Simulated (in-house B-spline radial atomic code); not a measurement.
Eu⁺. Computed with a B-spline radial atomic code. Model: non-relativistic spherical atom: semilocal Troullier-Martins pseudo-atom, one channel per l, against all electrons, high spin, G0W0 and RPA with empty states to l = 8, local potential for every l without a channel, a model core (radius 0 = none) keeps its share of the functional.

Without relativity these are model numbers for so heavy an element.

What the tables leave out is listed at the end.

The pseudopotential gives back the lowest level of each angular momentum of its own functional in the configuration it was made in; a second state of the same l is only approximately right. Exact exchange, RPA and GW see the smooth pseudo-orbitals and miss the exchange with the core, for which the functional's share stands in. The column with an uncorrelated core keeps all orbitals and exact exchange, and so separates missing core correlation from pseudisation. Only the three outermost levels and the lowest empty one were computed. RPA here is direct RPA, with no exchange kernel, and its energies carry an (l + 1/2)⁻⁴ tail. A hybrid on a potential with a model core restores only its own semilocal share of the core's exchange.

Command:
```bash
python run_psgw.py task.json out
```
Settings (lengths in bohr, energies in hartree):
```
Z                      63
electrons              62
configuration          [Xe] 4f7 6s1
generated_in           [Xe] 4f7 6s1
functional             pbe,pbe
core_shells            8
radius_factor          1.15
core_correction        False
ion_configuration      [Xe] 4f7
```

Run time, properties included: 2.1 min on 1 thread of Arm Neoverse N1 (shared host).

Given: made with PBE; model core radius 0 bohr; local radius 0.9 bohr; mean-field start PBE.

Valence shells of the generating configuration: 4d, 5s, 5p, 4f, 6s.

Channel: s 1.523, p 1.651, d 0.657, f 2.279 (radii in bohr).

Computed: largest level miss in the spin-unpolarised generating configuration 0.047 eV; valence RPA correlation energy all-electron orbitals -1.9099 hartree; valence RPA correlation energy pseudo -2.2304 hartree; all-electron RPA polarisability, core included 65.624 bohr³; pseudo-atom RPA polarisability 63.597 bohr³; ionisation by mean-field all-electron 10.836 eV; ionisation by RPA pseudo minus all 0.25 eV.

```csv
level,occupied,mean-field all-electron (eV),mean-field pseudo minus all (eV),G0W0 all-electron (eV),G0W0 uncorrelated core minus all (eV),G0W0 pseudo minus all (eV),exchange self-energy all-electron (eV),exchange self-energy pseudo (eV)
6s up,1,-8.3894,-0.087,-11.1,-0.004,-0.274,-7.8958,-7.9925
```

Task: What is the ionisation by mean-field pseudo minus all?

Result: 0.115 eV.

Task: What is the ionisation by RPA all-electron?

Result: 11.308 eV.

Given: mean-field start PBE0.

Computed: valence RPA correlation energy all-electron orbitals -1.8112 hartree; valence RPA correlation energy pseudo -2.1368 hartree; all-electron RPA polarisability, core included 56.603 bohr³; ionisation by mean-field all-electron 10.65 eV; ionisation by RPA all-electron 11.004 eV; ionisation by RPA pseudo minus all 0.265 eV.

| level | occupied | mean-field all-electron (eV) | mean-field pseudo minus all (eV) | G0W0 all-electron (eV) | G0W0 uncorrelated core minus all (eV) | G0W0 pseudo minus all (eV) | exchange self-energy all-electron (eV) | exchange self-energy pseudo (eV) |
| --- | --- | --- | --- | --- | --- | --- | --- | --- |
| 6s up | 1 | -8.8799 | -0.127 | -11.053 | -0.003 | -0.269 | -7.7185 | -7.8382 |

Task: What is the pseudo-atom RPA polarisability?

Result: 54.513 bohr³.

Task: What is the ionisation by mean-field pseudo minus all?

Result: 0.155 eV.

Given: mean-field start Hartree-Fock.

Computed: valence RPA correlation energy all-electron orbitals -1.594 hartree; pseudo-atom RPA polarisability 42.212 bohr³; ionisation by mean-field all-electron 9.9324 eV; ionisation by mean-field pseudo minus all 0.229 eV; ionisation by RPA all-electron 10.701 eV; ionisation by RPA pseudo minus all 0.26 eV.

```tsv
level	occupied	mean-field all-electron (eV)	mean-field pseudo minus all (eV)	G0W0 all-electron (eV)	G0W0 uncorrelated core minus all (eV)	G0W0 pseudo minus all (eV)	exchange self-energy all-electron (eV)	exchange self-energy pseudo (eV)
6s up	1	-9.9564	-0.225	-10.816	-0.002	-0.237	-7.1078	-7.2271
4f up	1	-25.099	4.304	-22.568	0.226	2.545	-64.199	-41.442
5p down	?	?	?	?	?	?	?	?
6s down (empty)	0	-4.2875	0.041	-5.2211	0	0.048	-0.79748	-0.65235
```

Task: What belongs in the row 5p down?

Result: occupied: 1; mean-field all-electron (eV): -33.065; mean-field pseudo minus all (eV): -0.02; G0W0 all-electron (eV): -33.735; G0W0 uncorrelated core minus all (eV): -0.027; G0W0 pseudo minus all (eV): 0.234; exchange self-energy all-electron (eV): -25.118; exchange self-energy pseudo (eV): -23.781.

Task: What is the valence RPA correlation energy pseudo?

Result: -1.9174 hartree.

Task: What is the all-electron RPA polarisability, core included?

Result: 44.53 bohr³.

Among the listed levels the largest G0W0 shift of the pseudo-atom is +2.54 eV, for 4f up on the Hartree-Fock start, while leaving the core uncorrelated moves that level by +0.23 eV. So pseudisation and the lost core exchange, not the missing core correlation, make the error. Not in the tables (levels of low weight, unsolved or above zero; the highest and the empty levels are kept at any weight): on PBE the G0W0 levels 4f up (pseudo minus all +2.14 eV, weights 0.67 and 0.23), 5p down (pseudo minus all +0.34 eV, weights 0.36 and 0.48); on PBE0 the G0W0 levels 4f up (pseudo minus all +1.79 eV, weights 0.70 and 0.71), 5p down (pseudo minus all +0.05 eV, weights 0.74 and 0.77), 5d up (pseudo minus all +0.21 eV, weights 0.43 and 0.44).
